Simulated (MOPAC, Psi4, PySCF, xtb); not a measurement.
Approach curve of the dimer COS ··· H2Se (SMILES O=C=S and [SeH2]), singlet. Monomers: optimised at B3LYP-D3(BJ) (def2-TZVP), held rigid. Orientation: lowest of the rigid-body minima from ten starts at GFN2-xTB. The monomers approach along the line of their centres of mass (distance R); nothing else relaxes.

- AM1, restricted, heats of formation (MOPAC)
- GFN1-xTB (xtb)
- RHF/6-31G* = restricted Hartree-Fock/6-31G*, spherical d, no counterpoise correction (PySCF)
- SAPT0/jun-cc-pVDZ, frozen core (Psi4)

Interaction energies in kJ/mol; the last columns give the difference from SAPT0:

```tsv
R / Å	AM1	GFN1-xTB	RHF/6-31G*	SAPT0/jun-cc-pVDZ	AM1 − SAPT0/jun-cc-pVDZ	GFN1-xTB − SAPT0/jun-cc-pVDZ	RHF/6-31G* − SAPT0/jun-cc-pVDZ
3.53	45.28	56.56	121.10	91.94	-46.66	-35.38	29.16
3.68	27.12	29.71	72.86	51.78	-24.66	-22.07	21.08
3.88	9.84	11.17	35.21	21.17	-11.33	-10.00	14.04
4.12	1.95	1.98	13.05	4.19	-2.23	-2.20	8.86
4.34	0.88	-0.88	4.00	-1.87	2.75	0.99	5.87
4.49	0.74	-1.53	0.98	-3.45	4.19	1.92	4.43
4.83	0.33	-1.67	-1.54	-3.88	4.21	2.22	2.34
5.13	0.01	-1.41	-1.78	-3.13	3.14	1.72	1.35
5.63	-0.18	-0.97	-1.23	-1.88	1.71	0.91	0.65
6.28	-0.16	-0.55	-0.55	-0.94	0.79	0.39	0.39
7.36	-0.08	-0.19	-0.16	-0.33	0.26	0.15	0.17
8.63	-0.04	-0.05	-0.06	-0.12	0.08	0.07	0.06
```

AM1 is furthest from SAPT0/jun-cc-pVDZ at 3.53 (-46.66 kJ/mol, below); its mean absolute difference over the points is 8.50 kJ/mol.

GFN1-xTB is furthest from SAPT0/jun-cc-pVDZ at 3.53 (-35.38 kJ/mol, below); its mean absolute difference over the points is 6.50 kJ/mol.

RHF/6-31G* is furthest from SAPT0/jun-cc-pVDZ at 3.53 (29.16 kJ/mol, above); its mean absolute difference over the points is 7.37 kJ/mol.
